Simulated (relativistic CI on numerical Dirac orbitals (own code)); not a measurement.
**Ligand-field terms of d3**

Computed with a parametric ligand-field model of a d^n configuration (Racah B and C, spin-orbit zeta, crystal field), exact diagonalisation.

Field parameters in Wybourne normalisation: Oh B⁴₀ = 21Dq, B⁴₄ = √(5/14) B⁴₀. The field is a parameter set, without covalency.

B = 830 cm⁻¹, C = 3430 cm⁻¹ (C/B = 4.13), Oh, no spin-orbit coupling. Tanabe-Sugano data, E/B above the lowest term (Δ = |10Dq|; b, c mark the second and third term of a kind):

```
 Δ/B   4A2    4T2    4T1  4T1(b)     2E    2T1    2T2
 1.0  0.00   1.00   1.79   16.21  17.30  17.36  17.74
 5.0  0.00   5.00   8.68   21.32  18.55  19.25  22.37
 9.0  0.00   9.00  15.00   27.00  18.99  19.89  25.42
13.0  0.00  13.00  20.68   33.32  19.26  20.22  27.11
17.0  0.00  17.00  25.79   40.21  19.47  20.42  28.29
21.0  0.00  21.00  30.51   47.49  19.63  20.56  29.20
25.0  0.00  25.00  35.00   55.00  19.76  20.66  29.93
29.0  0.00  29.00  39.34   62.66  19.88  20.74  30.52
33.0  0.00  33.00  43.58   70.42  19.97  20.81  31.01
37.0  0.00  37.00  47.77   78.23  20.06  20.86  31.42
41.0  0.00  41.00  51.91   86.09  20.13  20.91  31.77
45.0  0.00  45.00  56.03   93.97  20.20  20.94  32.07
```

The ground term stays 4A2.
